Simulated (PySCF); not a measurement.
## Frontier levels across methods

Species: C4HBF2.
Atom-mapped SMILES: `[CH:1]#[C:2][C:3]#[C:4][B:5]([F:6])[F:7]` (hydrogens: H8 on C1)

Cartesian coordinates in Å at the PBE0-D3(BJ)/def2-SVP level; atoms count from 1:
```
atom  x, y, z in Å
C1     2.8835   -0.3638    1.0899
C2     1.7114   -0.2139    0.7998
C3     0.3935   -0.0460    0.4725
C4    -0.7856    0.0983    0.1785
B5    -2.2534    0.2810   -0.1908
F6    -2.7496    1.4768   -0.4297
F7    -3.0638   -0.7521   -0.2839
H8     3.9189   -0.4993    1.3460
```

Basis pcSseg-2 throughout (PySCF), one geometry. Isolated species at its PBE0-D3(BJ)/def2-SVP geometry, gas phase.

Q: How do the orbital energies, the gap and the dipole change with the method?

A: 
```
 method                    kind  HOMO (eV)  LUMO (eV)  gap (eV)  μ (D)  SCF cycles
   OPBE                     GGA      -6.93      -3.08      3.85   2.34          18
    KT3                     GGA      -6.95      -3.13      3.81   2.46          18
    LDA                     LDA      -7.17      -3.45      3.71   2.51          17
  B97-2           global hybrid      -7.80      -2.36      5.44   2.51          15
  B3LYP           global hybrid      -7.82      -2.53      5.29   2.53          14
   PBE0           global hybrid      -8.06      -2.35      5.71   2.52          14
wB97X-D  range-separated hybrid      -9.80      -0.58      9.23   2.43          14
LC-wPBE  range-separated hybrid     -10.65      -0.16     10.49   2.38          15
```

The HOMO spans 3.72 eV, from OPBE down to LC-wPBE, and the gap runs from 3.71 eV (LDA) to 10.49 eV (LC-wPBE). Over the methods OPBE (0 %), KT3 (0 %), LDA (0 %), B97-2 (21 %), B3LYP (20 %), PBE0 (25 %), a straight line through the gap against the share of exact exchange rises by 0.77 eV for each 10 % (correlation coefficient 0.999). The dipole ranges from 2.34 D (OPBE) to 2.53 D (B3LYP). This basis has no diffuse functions.
